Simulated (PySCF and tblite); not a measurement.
Results of a calculation; reference values are marked as such.
Stationary points of C$_{6}$H$_{9}$NS at GFN2-xTB, in Å:

Structure A

```
 1 C     1.988   -0.929   -0.133
 2 C     1.461    0.419    0.223
 3 S     2.451    1.657    0.654
 4 N     0.114    0.593    0.180
 5 C    -0.449    1.884    0.517
 6 C    -0.731   -0.401   -0.169
 7 C    -1.008   -1.623   -0.546
 8 C    -2.184   -0.698   -0.356
 9 H     1.582   -1.685    0.538
10 H     1.697   -1.195   -1.149
11 H     3.072   -0.924   -0.058
12 H    -1.531    1.837    0.426
13 H    -0.172    2.155    1.538
14 H    -0.051    2.649   -0.152
15 H    -0.714   -2.605   -0.813
16 H    -2.706   -0.307   -1.223
17 H    -2.825   -0.815    0.513
```

Structure B

```
 1 C     1.721   -0.448   -1.058
 2 C     1.333    0.582   -0.049
 3 S     2.405    1.716    0.466
 4 N     0.068    0.561    0.441
 5 C    -0.320    1.550    1.429
 6 C    -0.878   -0.332    0.066
 7 C    -2.105   -0.770    0.189
 8 C    -1.229   -1.502   -0.794
 9 H     1.607   -1.451   -0.648
10 H     1.100   -0.371   -1.948
11 H     2.760   -0.296   -1.337
12 H    -1.357    1.385    1.708
13 H     0.321    1.466    2.309
14 H    -0.198    2.553    1.018
15 H    -3.072   -0.728    0.619
16 H    -0.850   -2.489   -0.545
17 H    -1.385   -1.362   -1.859
```

Structure C

```
 1 C     1.872   -0.763   -0.585
 2 C     1.417    0.492    0.088
 3 S     2.450    1.718    0.444
 4 N     0.108    0.576    0.400
 5 C    -0.422    1.776    1.014
 6 C    -0.789   -0.419    0.073
 7 C    -1.460   -1.493    0.355
 8 C    -1.742   -0.885   -0.999
 9 H     1.665   -1.630    0.044
10 H     1.347   -0.899   -1.531
11 H     2.940   -0.706   -0.775
12 H    -1.497    1.673    1.137
13 H     0.050    1.930    1.987
14 H    -0.198    2.644    0.390
15 H    -1.708   -2.293    1.008
16 H    -1.360   -1.367   -1.891
17 H    -2.672   -0.352   -1.161
```

Geometries: GFN2-xTB; energies: BHandHLYP/pcSseg-1 + D3(BJ); zero-point and thermal terms from GFN2-xTB harmonic modes (soft modes blended into free rotors).

Which structure is a saddle point, and along which motion?

C: one imaginary mode (109i cm⁻¹ at GFN2-xTB, mostly on C8, C7, H15), along the rotation about the C6–N4 bond (torsion C7–C6–N4–C2 from 0° to 180°, rising).

Give their symmetry and energies above the lowest.

A Cs, 0.0 kcal/mol; B Cs, 1.0 kcal/mol; C C1, 8.0 kcal/mol.
